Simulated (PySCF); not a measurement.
O2S, triplet, at a GFN2-xTB geometry (a higher spin typed on purpose: for a closed-shell molecule this is an excited state); R2SCAN/def2-SV(P) in PySCF.

The PySCF input:
```python
from pyscf import gto, scf, dft

mol = gto.M(
    atom='''
O    -1.26683570    0.43646074   -0.02466647
S    -0.01836758   -0.37354518    0.01924988
O     1.30357086    0.31062963   -0.01383328
''',
    basis='def2-sv(p)',
    spin=2,
    verbose=4,
)

mf = dft.UKS(mol)
mf.xc = 'r2scan'
mf.kernel()
mf.analyze()
```

Question: What does PySCF print? Leave out banner, timings and long lists.

Answer: 
```
PySCF version 2.14.0

[INPUT] verbose = 4
[INPUT] num. atoms = 3
[INPUT] num. electrons = 32
[INPUT] charge = 0
[INPUT] spin (= nelec alpha-beta = 2S) = 2
[INPUT] symmetry False subgroup None
[INPUT] Mole.unit = angstrom
[INPUT] Symbol           X                Y                Z      unit          X                Y                Z       unit  Magmom
[INPUT]  1 O     -1.266835700000   0.436460740000  -0.024666470000 AA   -2.393972517822   0.824791262725  -0.046612872760 Bohr   0.0
[INPUT]  2 S     -0.018367580000  -0.373545180000   0.019249880000 AA   -0.034709695771  -0.705898085351   0.036377001131 Bohr   0.0
[INPUT]  3 O      1.303570860000   0.310629630000  -0.013833280000 AA    2.463391909364   0.587004926875  -0.026141110604 Bohr   0.0

nuclear repulsion = 104.14850707268
number of shells = 20
number of NR pGTOs = 84
number of NR cGTOs = 46
basis = def2-sv(p)
ecp = {}

******** <class 'pyscf.dft.uks.UKS'> ********
method = UKS
initial guess = minao
damping factor = 0
level_shift factor = 0
DIIS = <class 'pyscf.scf.diis.CDIIS'>
diis_start_cycle = 1
diis_space = 8
diis_damp = 0
SCF conv_tol = 1e-09
SCF conv_tol_grad = None
SCF max_cycles = 50
direct_scf = True
direct_scf_tol = 1e-13
number electrons alpha = 17  beta = 15
XC library pyscf.dft.libxc version 7.1.2
    S. Lehtola, C. Steigemann, M. J. T. Oliveira, and M. A. L. Marques,  SoftwareX 7, 1–5 (2018)
XC functionals = r2scan
    J. W. Furness, A. D. Kaplan, J. Ning, J. P. Perdew, and J. Sun,  J. Phys. Chem. Lett. 11, 8208–8215 (2020)
    J. W. Furness, A. D. Kaplan, J. Ning, J. P. Perdew, and J. Sun,  J. Phys. Chem. Lett. 11, 9248–9248 (2020)
    J. W. Furness, A. D. Kaplan, J. Ning, J. P. Perdew, and J. Sun,  J. Phys. Chem. Lett. 11, 8208–8215 (2020)
    J. W. Furness, A. D. Kaplan, J. Ning, J. P. Perdew, and J. Sun,  J. Phys. Chem. Lett. 11, 9248–9248 (2020)
radial grids:
    Treutler-Ahlrichs [JCP 102, 346 (1995); DOI:10.1063/1.469408] (M4) radial grids

becke partition: Becke, JCP 88, 2547 (1988); DOI:10.1063/1.454033
pruning grids: <function nwchem_prune>
grids dens level: 3
symmetrized grids: False
atomic radii adjust function: <function treutler_atomic_radii_adjust>
small_rho_cutoff = 0
Set gradient conv threshold to 3.16228e-05
tot grids = 47048
init E= -548.736944447169

cycle= 1 E= -547.945387238382  delta_E= 0.792  |g|=  0.7  |ddm|=  1.8

cycle= 2 E= -547.071232922756  delta_E= 0.874  |g|= 1.58  |ddm|= 1.82

cycle= 3 E= -548.154467053021  delta_E= -1.08  |g|= 0.0487  |ddm|= 1.34

cycle= 4 E= -548.155309858056  delta_E= -0.000843  |g|= 0.0328  |ddm|= 0.0798

cycle= 5 E= -548.155884438138  delta_E= -0.000575  |g|= 0.00787  |ddm|= 0.0347

cycle= 6 E= -548.155712172507  delta_E= 0.000172  |g|= 0.0217  |ddm|= 0.0252

cycle= 7 E= -548.155925442936  delta_E= -0.000213  |g|= 0.00144  |ddm|= 0.0206

cycle= 8 E= -548.155926451969  delta_E= -1.01e-06  |g|= 0.000194  |ddm|= 0.00139

cycle= 9 E= -548.1559264682  delta_E= -1.62e-08  |g|= 2.7e-05  |ddm|= 0.000203

cycle= 10 E= -548.155926468641  delta_E= -4.4e-10  |g|= 8.08e-06  |ddm|= 4.18e-05

Extra cycle  E= -548.155926468651  delta_E= -1.07e-11  |g|= 8.26e-06  |ddm|= 1.49e-05
converged SCF energy = -548.155926468651  <S^2> = 2.0115693  2S+1 = 3.007703
**** SCF Summaries ****
Total Energy =                        -548.155926468651387
Nuclear Repulsion Energy =             104.148507072679905
One-electron Energy =                 -962.113727248254463
Two-electron Energy =                  309.809293706923143
Two-electron Coulomb Energy =          352.552971902468300
DFT Exchange-Correlation Energy =      -42.743678195545144
**** MO energy ****
                             alpha | beta                alpha | beta
MO #1   energy= -88.6862808590698  | -88.6812119485206  occ= 1 | 1
MO #2   energy= -19.0364781098116  | -19.0155170477186  occ= 1 | 1
MO #3   energy= -19.0364362272463  | -19.0154836569858  occ= 1 | 1
MO #4   energy= -8.01071171518979  | -8.00743385030197  occ= 1 | 1
MO #5   energy= -5.96114772764114  | -5.95889331233426  occ= 1 | 1
MO #6   energy= -5.95958940835578  | -5.95442174415992  occ= 1 | 1
MO #7   energy= -5.95679971949222  | -5.9462831934401   occ= 1 | 1
MO #8   energy= -1.09795186074475  | -1.06555043809159  occ= 1 | 1
MO #9   energy= -1.017170863195    | -0.976065043309192 occ= 1 | 1
MO #10  energy= -0.631160571596221 | -0.577646347605357 occ= 1 | 1
MO #11  energy= -0.481511717092315 | -0.438547635573804 occ= 1 | 1
MO #12  energy= -0.467664507191041 | -0.437673724347831 occ= 1 | 1
MO #13  energy= -0.465163083225666 | -0.421960800779492 occ= 1 | 1
MO #14  energy= -0.3619712478748   | -0.314381226307515 occ= 1 | 1
MO #15  energy= -0.34568356367639  | -0.311209394624205 occ= 1 | 1
MO #16  energy= -0.344901450746782 | -0.260291854960836 occ= 1 | 0
MO #17  energy= -0.198059533954535 | -0.120603763217181 occ= 1 | 0
MO #18  energy= 0.00237515283473355 | 0.0401939120721928 occ= 0 | 0
MO #19  energy= 0.0396956628881981 | 0.0775504207631545 occ= 0 | 0
MO #20  energy= 0.279299873371492  | 0.318125582417984  occ= 0 | 0
MO #21  energy= 0.513205715843478  | 0.561438381731453  occ= 0 | 0
MO #22  energy= 0.520810633927691  | 0.574361089169415  occ= 0 | 0
MO #23  energy= 0.566398586120989  | 0.609953159461887  occ= 0 | 0
MO #24  energy= 0.615507428716729  | 0.635836167996553  occ= 0 | 0
MO #25  energy= 0.625332051842107  | 0.692546552611493  occ= 0 | 0

To work with the spin densities directly, `use mulliken_meta_spin()` only printing them here.

 ** Mulliken spin pop alpha/beta on meta-lowdin orthogonal AOs **
 ** Mulliken Spin Density (per AO)  **
spin_pop of  0 O 1s       -0.00001
spin_pop of  0 O 2s        0.00494
spin_pop of  0 O 3s       -0.00065
spin_pop of  0 O 2px      -0.00170
spin_pop of  0 O 2py       0.39230
spin_pop of  0 O 2pz       0.24124
spin_pop of  0 O 3px       0.00030
spin_pop of  0 O 3py       0.00083
spin_pop of  0 O 3pz       0.00098
spin_pop of  0 O 3dxy      0.00101
spin_pop of  0 O 3dyz     -0.00005
spin_pop of  0 O 3dz^2     0.00023
spin_pop of  0 O 3dxz     -0.00013
spin_pop of  0 O 3dx2-y2   -0.00007
spin_pop of  1 S 1s        0.00000
spin_pop of  1 S 2s        0.00001
spin_pop of  1 S 3s        0.14439
spin_pop of  1 S 4s        0.00993
spin_pop of  1 S 2px      -0.00001
spin_pop of  1 S 2py       0.00000
spin_pop of  1 S 2pz       0.00004
spin_pop of  1 S 3px      -0.05570
spin_pop of  1 S 3py       0.09085
spin_pop of  1 S 3pz       0.51319
spin_pop of  1 S 4px       0.00025
spin_pop of  1 S 4py       0.00219
spin_pop of  1 S 4pz       0.00117
spin_pop of  1 S 3dxy     -0.00196
spin_pop of  1 S 3dyz      0.00459
spin_pop of  1 S 3dz^2     0.00271
spin_pop of  1 S 3dxz     -0.00339
spin_pop of  1 S 3dx2-y2    0.01315
spin_pop of  2 O 1s       -0.00001
spin_pop of  2 O 2s        0.00495
spin_pop of  2 O 3s       -0.00065
spin_pop of  2 O 2px       0.00723
spin_pop of  2 O 2py       0.38355
spin_pop of  2 O 2pz       0.24116
spin_pop of  2 O 3px       0.00030
spin_pop of  2 O 3py       0.00083
spin_pop of  2 O 3pz       0.00098
spin_pop of  2 O 3dxy      0.00109
spin_pop of  2 O 3dyz     -0.00004
spin_pop of  2 O 3dz^2     0.00023
spin_pop of  2 O 3dxz     -0.00014
spin_pop of  2 O 3dx2-y2   -0.00015
 ** Mulliken Spin Density (per atom)  **
spin density of  0 O =      0.63924
spin density of  1 S =      0.72142
spin density of  2 O =      0.63934
 ** Mulliken pop alpha/beta on meta-lowdin orthogonal AOs **
 ** Mulliken pop       alpha | beta **
In total            17.00000 | 15.00000
 ** Mulliken atomic charges   ( Nelec_alpha | Nelec_beta ) **
charge of  0O =     -0.51252  (     4.57588      3.93664 )
charge of  1S =      1.02500  (     7.84821      7.12679 )
charge of  2O =     -0.51247  (     4.57591      3.93657 )
Dipole moment(X, Y, Z, Debye): -0.07077, -1.44267,  0.07430
```
